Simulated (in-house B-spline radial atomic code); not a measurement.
**RPA and G0W0 on PBE0: P⁵⁺**

Configuration [He] 2s2 2p6, mean-field start PBE0. Computed with a B-spline radial code for spherical atoms: all electrons, non-relativistic, point nucleus, each spin shell either full or empty, empty states to l = 9 with an (l + 1/2)⁻⁴ tail; G0W0 by contour deformation at full frequency.

Command:
```bash
python run_gw.py task.json out
```
Settings (radii: box in bohr, nucleus in fm):
```
Z                        15
electrons                10
configuration            [He] 2s2 2p6
hamiltonian              nr
method                   pbe0
lmax                     9
spin_polarised           False
box_radius               10.43
intervals                47
```

Time taken, with all properties: 0.8 s on 1 thread of Arm Neoverse N1, with other jobs on the host.

Energies (hartree):

```tsv
term	value
mean-field total	-334.64030
Hartree-Fock functional on these orbitals	-334.36649
direct second order	-0.65568
second-order exchange	0.23224
SOSEX correction	0.21815
```

(1) What is the RPA correlation energy, and what remains with SOSEX?

Quasi-particle levels (eV):

| level | occupied | mean field | Σx - vxc | Σc | QP weight | G0W0 |
| --- | --- | --- | --- | --- | --- | --- |
| 2p | yes | -205.77 | -16.70 | ? | ? | ? |
| 2s | yes | -256.16 | -22.91 | 4.67 | 0.966 | -274.40 |
| 1s | yes | -2181.28 | -73.62 | 26.07 | 0.895 | -2228.84 |
| 3s | no | -69.22 | 5.02 | -0.60 | 0.997 | -64.79 |

G0W0 = mean field + (Σx - vxc) + Σc, with Σc (partial-wave tail included) taken at the quasi-particle energy.

(2) Where does G0W0 put 2p?

Answers

(1) RPA gives -0.59966 hartree (-1.63 eV per electron); RPA + SOSEX gives -0.38151, and the second-order doubles -0.42344 hartree (no singles). SOSEX takes back 36 % of the RPA value.

(2) At -220.53 eV, with Σc = 1.94 eV and a quasi-particle weight of 0.975. The tabulated removal energy is 220.43 ± 0.005 eV (NIST, semi-empirical); the calculation leaves out relativity, Breit and QED terms, and what these don't explain is the method's own error.
